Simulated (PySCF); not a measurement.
BeHI, SMILES [BeH][I]. Coordinates come from a r2SCAN-D4/def2-TZVPD optimisation. The def2 effective core potentials stand for the cores of I; spin–orbit coupling is left out.

All values below come from r2SCAN-D4/def2-TZVPD in PySCF.

Harmonic wavenumbers (cm⁻¹): 491, 491, 603, 2170. Rotational constants (GHz): 9.920 (linear); symmetry number 1.

Problem. Work out the zero-point energy and the ideal-gas rigid-rotor harmonic-oscillator thermochemistry at 298.15 K and 1 atm.

Solution. ZPE = ½ Σ hcν = ½ × 3755 cm⁻¹ = 5.37 kcal/mol. H − E(el) = 7.83 kcal/mol. Entropy in cal/(mol K): translation 40.65, rotation 14.78, vibration 1.81, total 57.24. G − E(el) = -9.24 kcal/mol. Cp = 10.53 cal/(mol K).
